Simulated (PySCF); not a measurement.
Name the molecule from its bond curve

A diatomic of charge 0 contains In. Its doublet curve at ROHF-MP2 in a double-zeta basis (scalar-relativistic core potentials, PySCF), in eV from the separated fragments:

| R (Å) | E (eV) |
| --- | --- |
| 2.609 | 0.033 |
| 2.731 | -0.122 |
| 2.852 | -0.206 |
| 2.943 | -0.238 |
| 3.034 | -0.252 |
| 3.125 | -0.253 |
| 3.246 | -0.242 |
| 3.398 | -0.220 |
| 3.580 | -0.188 |
| 3.823 | -0.149 |

The fit gives ωe = 125 cm⁻¹ and the rotational constant Bₑ = 0.08910 cm⁻¹.

Which atom is the partner?

The minimum lies at 3.088 Å, so the reduced mass is 16.8576 u Å² cm⁻¹/(Bₑ·Re²) = 19.84 u. With In at 114.90 u the partner weighs about 24.0 u: Mg. The molecule is MgIn.

Correlated steps freeze 5 core orbitals. Spin–orbit coupling is left out. The state was picked by a PBE0 search and need not be the measured ground state.
